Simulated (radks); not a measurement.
Isoelectronic series with 54 electrons, each ion in its NIST ground configuration. Method: scalar-relativistic Kohn-Sham, LDA (Slater exchange, Perdew-Wang correlation), spin-unpolarised, spherical densities, point nucleus; computed with a radial shooting solver on a logarithmic mesh with Libxc functionals. Total energies (hartree) and mean radii <r> (bohr):

ion           configuration  E (hartree)     5p     5s      4d      4p
Xe                     [Xe]  -7441.36208  2.310  1.855  0.8778  0.7653
Cs+                    [Xe]   -7780.6867  2.069  1.733  0.8374  0.7399
Ba2+                   [Xe]   -8128.7340  1.893  1.628  0.8008  0.7159
La3+                   [Xe]   -8485.5348  1.754  1.537  0.7676  0.6934
Ce4+                   [Xe]   -8851.1282  1.641  1.457  0.7372  0.6721
Pr5+                   [Xe]   -9225.5593  1.545  1.386  0.7094  0.6521
Nd6+  [Kr] 4d10 4f2 5s2 5p4   -9608.5241  1.506  1.356  0.6956  0.6388
Pm7+  [Kr] 4d10 4f3 5s2 5p3  -10001.0989  1.448  1.312  0.6770  0.6236
